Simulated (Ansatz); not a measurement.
Consider the redistribution: `[CH3][In]([F])[O][SiH3]` + `C=NC[TeH]` → `[CH3][In]([F])[TeH]` + `C=NCO[SiH3]`.

Calculated with Ansatz (gas phase, PBE0-D4/def2-TZVP geometries, no zero-point term in ΔE). CCSD(T)/CBS adds triple-zeta CCSD(T) − MP2 to the extrapolated MP2 energy (def2 sets, frozen cores). DFT in def2-TZVPP. B3LYP here is the variant with VWN-RPA as its local correlation; programs differ in this. Elements past krypton have def2 core potentials. For In, Te outer-core shells are correlated without core-valence functions, which leaves a few kJ/mol of doubt a bond. Each species was taken in one conformer, which may not be the lowest.

```tsv
level	ΔE (kJ/mol)	difference from CCSD(T)/CBS
r2SCAN-D4	-50.7	-9.4
PBE0-D4	-57.7	-16.4
B3LYP-D4	-50.7	-9.4
ωB97X-V	-54.1	-12.8
ωB97M-V	-53.9	-12.6
PBE	-50.5	-9.2
r2SCAN	-51.0	-9.7
PBE0	-59.5	-18.2
B3LYP	-54.6	-13.3
HF/def2-TZVPP	-73.1	-31.8
SCS-MP2/def2-TZVPP	-40.4	0.9
CCSD/def2-TZVPP	-49.5	-8.2
CCSD(T)/def2-TZVPP	-44.3	-3.0
SCS-MP2/def2-QZVPP	-37.9	3.4
MP2/CBS(def2)	-36.8	4.5
CCSD/CBS(def2)	-46.5	-5.2
CCSD(T)/CBS	-41.3	0
```

Largest T1 diagnostic among the species: 0.015.

The D4 term adds +3.9 kJ/mol with B3LYP and +1.8 kJ/mol with PBE0; it sums over pairs of atoms, weighted by their polarisabilities, and B3LYP, whose exchange is more repulsive, gets the larger term. From PBE to PBE0 (25 % exact exchange), in def2-TZVPP and without D4, ΔE moves by −9.0 kJ/mol. In def2-TZVPP, CCSD(T) changes the Hartree–Fock value by +28.7 kJ/mol (the triples alone add +5.2 kJ/mol) and MP2 by +33.3 kJ/mol.
